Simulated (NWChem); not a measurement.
System meant: SnH₂O₂ClF; SMILES [OH][Sn]([OH])([F])[Cl]

Input file for NWChem:

```
start job
memory heap 200 mb stack 900 mb global 1100 mb
geometry units angstroms noautoz
  O      1.921665     0.771907     0.140007
  Sn     0.010387     0.256468     0.045275
  O     -0.827576     1.129655    -1.534860
  F     -0.980875     0.889031     1.603379
  Cl    -0.121121    -2.078224     0.063659
  H      2.003464     1.692568    -0.184274
  H     -1.792171     1.196244    -1.379009
end
basis spherical
  * library def2-svp
end
dft
  xc xpbe96 cpbe96
  iterations 150
  mulliken
end
task dft energy
```

End of the output:

```
             Grid Information
             ----------------
          Grid used for XC integration:  medium
          Radial quadrature: Mura-Knowles
          Angular quadrature: Lebedev.
          Tag              B.-S. Rad. Rad. Pts. Rad. Cut. Ang. Pts.
          ---              ---------- --------- --------- ---------
          O                   0.60       49          11.0       434
          Sn                  1.45      123           8.0       590
          F                   0.50       49          10.0       434
          Cl                  1.00       88          11.0       590
          H                   0.35       45          11.0       434
          Grid pruning is: on
          Number of quadrature shells:   448
          Spatial weights used:  Erf1

          Convergence Information
          -----------------------
          Convergence aids based upon iterative change in
          total energy or number of iterations.
          Levelshifting, if invoked, occurs when the
          HOMO/LUMO gap drops below (HL_TOL):  1.00D-02
          DIIS, if invoked, will attempt to extrapolate
          using up to (NFOCK): 10 stored Fock matrices.

                    Damping( 0%)  Levelshifting(0.5)       DIIS
                  --------------- ------------------- ---------------
          dE  on:    start            ASAP                start
          dE off:    2 iters        150 iters           150 iters

      Screening Tolerance Information
      -------------------------------
          Density screening/tol_rho:  1.00D-10
          AO Gaussian exp screening on grid/accAOfunc:  14
          CD Gaussian exp screening on grid/accCDfunc:  20
          XC Gaussian exp screening on grid/accXCfunc:  20
          Schwarz screening/accCoul:  1.00D-08

      Superposition of Atomic Density Guess
      -------------------------------------

      charge =      50.0 Sn (Tin)

      symmetry species            s     p     d     f
      number of basis functions =10     7     6
      number of cont. functions = 4     4     2
      number of closed shells   = 5     3     2
      number of open shells     = 0     1     0
      open shell occupation     = 0     2     0
 ------------------------------------------------------------------------
 atomscf:atomd: error in atom scf                   0
 ------------------------------------------------------------------------
 ------------------------------------------------------------------------
  current input line :
    20: task dft energy
 ------------------------------------------------------------------------
 ------------------------------------------------------------------------
 This error has not yet been assigned to a category
 ------------------------------------------------------------------------
 For more information see the NWChem manual at https://nwchemgit.github.io

0:atomscf:atomd: error in atom scf:Received an Error in Communication
```

### Question
Can this run be used? If not, why, and what is the fix?

### Answer
The program stopped with an error. Cause: the def2 basis of a heavy element holds valence functions alone and wants its effective core potential (without it all electrons must fit into that basis). This input runs:
```
start job
memory heap 200 mb stack 900 mb global 1100 mb
geometry units angstroms noautoz
  O      1.921665     0.771907     0.140007
  Sn     0.010387     0.256468     0.045275
  O     -0.827576     1.129655    -1.534860
  F     -0.980875     0.889031     1.603379
  Cl    -0.121121    -2.078224     0.063659
  H      2.003464     1.692568    -0.184274
  H     -1.792171     1.196244    -1.379009
end
basis spherical
  * library def2-svp
end
ecp
  Sn library def2-ecp
end
dft
  xc xpbe96 cpbe96
  iterations 150
  mulliken
end
task dft energy
```
It converges to -925.29790 Ha (PBE/def2-SVP with def2 effective core potentials on Sn).
